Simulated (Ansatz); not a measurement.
Input file:

```yaml
crystal:
  periodic: [false, false, false]
  atoms:
    - { symbol: "N", position_ang: [-1.0493, -0.0031, 0.9349] }
    - { symbol: C, position_ang: [0.2728, -0.3098, 0.5679] }
    - { symbol: B, position_ang: [0.597, 0.1207, -0.946] }
    - { symbol: Cl, position_ang: [-0.1839, -0.6442, -2.3554] }
    - { symbol: Cl, position_ang: [1.9831, 1.3241, -1.2744] }
    - { symbol: H, position_ang: [-1.2357, 1.0871, 0.7924] }
    - { symbol: H, position_ang: [-1.7299, -0.4541, 0.2847] }
    - { symbol: H, position_ang: [1.0116, 0.219, 1.2614] }
    - { symbol: H, position_ang: [0.4229, -1.386, 0.7176] }
magnetization:
  spin_polarized: true
basis:
  gaussian: { orbitals: def2-SVP }
hamiltonian:
  xc: pbe
  dispersion: d4
relax:
  f_tol: 0.02
  max_steps: 50
```

Run as:

```bash
$ ansatz run input.yaml --threads 2 --pin off --max-ram 3072MiB --backend cpu --events-out ev --progress --plain --runs-dir out
```

Hardware: 2 threads of Intel(R) Xeon(R) 6975P-C (Granite Rapids), with other jobs on the host.

**Question.** Roughly how long does this run take, and how much memory?

**Answer.** 22 s, with a peak of 0.19 GiB, for 14 ionic steps.
